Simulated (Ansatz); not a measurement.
Geometry optimisation, RKS r2SCANh/def2-SVP (Ansatz).

input.yaml

```yaml
crystal:
  periodic: [false, false, false]
  atoms:
    - { symbol: O, position_ang: [0.4817, 1.1112, -0.545] }
    - { symbol: C, position_ang: [0.0008, -0.0258, 0.036] }
    - { symbol: O, position_ang: [0.4508, -0.3821, 1.2747] }
    - { symbol: Se, position_ang: [-1.1478, -0.9519, -1.0449] }
    - { symbol: H, position_ang: [0.0859, 1.412, -1.4872] }
    - { symbol: H, position_ang: [0.1708, -1.2276, 1.7201] }
basis:
  gaussian: { orbitals: def2-SVP }
hamiltonian:
  xc: r2scanh
relax:
  f_tol: 0.02
  max_steps: 50
```

Run as:

```bash
$ ansatz run input.yaml --threads 2 --pin off --max-ram 3072MiB --backend cpu --events-out ev --progress --plain --runs-dir out
```

Task: Where does it end, and by what steps?

Result: The forces met the threshold. After 5 steps the energy has fallen by 1.074 eV; H6 moved furthest, 0.29 Å.

```
step  energy less start (eV)  largest force component (eV/Å)  accepted
   0                  0.0000                           3.375       yes
   1                 -0.8950                           1.288       yes
   2                 -0.9876                           1.328       yes
   3                 -1.0543                           0.785       yes
   4                 -1.0743                           0.023       yes
   5                 -1.0744                           0.001       yes
```

```xyz
6
Properties=species:S:1:pos:R:3
O 0.500 1.123 -0.441
C 0.001 -0.016 -0.012
O 0.479 -0.284 1.184
Se -1.155 -1.047 -0.921
H 0.127 1.285 -1.319
H 0.090 -1.126 1.463
```

Whether the end is a true minimum wasn't checked by a vibrational analysis.

Time of the run: 11 s on 2 threads of Intel(R) Xeon(R) 6975P-C (Granite Rapids) (shared host), peak memory 0.21 GiB.
